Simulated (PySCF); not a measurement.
An unknown gives this computed stick spectrum. Theory: PySCF, TDDFT CAM-B3LYP/def2-SVPD, vertical, gas phase, core orbitals frozen in the response. Geometries: GFN2-xTB, one conformer each.

```json
{"state": "S1", "ν̃ (cm⁻¹)": "48260", "f": "0.0001", "main configurations (H = HOMO, L = LUMO)": "H-1→L+1 (35%), H-1→L (30%), H→L+2 (9%)"}
{"state": "S2", "ν̃ (cm⁻¹)": "50590", "f": "0.0004", "main configurations (H = HOMO, L = LUMO)": "H→L+1 (34%), H→L+2 (16%), H-2→L+1 (13%)"}
{"state": "S3", "ν̃ (cm⁻¹)": "57780", "f": "0.014", "main configurations (H = HOMO, L = LUMO)": "H→L (44%), H→L+1 (20%), H-1→L (14%)"}
{"state": "S4", "ν̃ (cm⁻¹)": "58830", "f": "0.050", "main configurations (H = HOMO, L = LUMO)": "H→L+1 (26%), H→L+2 (25%), H→L (20%)"}
{"state": "S5", "ν̃ (cm⁻¹)": "59280", "f": "0.027", "main configurations (H = HOMO, L = LUMO)": "H-1→L+2 (38%), H-1→L (28%), H-1→L+1 (10%)"}
{"state": "S6", "ν̃ (cm⁻¹)": "59680", "f": "0.064", "main configurations (H = HOMO, L = LUMO)": "H-2→L+1 (28%), H-2→L+2 (25%), H→L+2 (20%)"}
{"state": "S7", "ν̃ (cm⁻¹)": "61350", "f": "0.037", "main configurations (H = HOMO, L = LUMO)": "H-2→L (32%), H→L+3 (32%), H-2→L+2 (12%)"}
{"state": "S8", "ν̃ (cm⁻¹)": "62770", "f": "0.793", "main configurations (H = HOMO, L = LUMO)": "H-1→L+1 (30%), H-1→L+2 (17%), H→L+2 (14%)"}
```

Triplets computed (Tamm–Dancoff): 4.68, 4.90, 5.64 eV.

Orbital energies (eV): HOMO-3 -10.61, HOMO-2 -9.45, HOMO-1 -8.94, HOMO -8.78, LUMO 1.25, LUMO+1 1.40, LUMO+2 1.44.

Question: Which structure fits? All have the formula C6H10O.
A. `C=C/C=C\COC`
B. `C(=C)/C(=C/CO)C`
C. `C=C=C[C@H](C)OC`

Answer: C. Its S1, at 5.98 eV, is the highest among the candidates; the nearest of the others has S1 at 5.68 eV. S1 is HOMO-1→LUMO+1 (35%), HOMO-1→LUMO (30%), HOMO→LUMO+2 (9%). Löwdin shares by element: HOMO carbon 38% or more, oxygen 36% (atoms not listed hold the other 26%); LUMO carbon 54% or more, hydrogen 7% or more (atoms not listed hold the other 39%). At the same level the other candidates give, for their lowest levels:
- `C=C/C=C\COC`: 5.62 eV (f 0.632); 6.59 eV (f 0.010); 6.73 eV (f 0.114); 6.82 eV (f 0.012); 7.13 eV (f 0.002); T1 3.13 eV; HOMO -7.84, LUMO 0.20 eV
- `C=C/C(C)=C/CO`: 5.68 eV (f 0.700); 6.35 eV (f 0.005); 6.79 eV (f 0.026); 6.89 eV (f 0.014); 6.92 eV (f 0.002); T1 3.22 eV; HOMO -7.82, LUMO 0.27 eV

The values belong to the conformer `[CH2:1]=[C:2]=[CH:3][C@H:4]([CH3:5])[O:6][CH3:7]`: C2–C3–C4–C5 -118°, C3–C4–O6–C7 -69°.
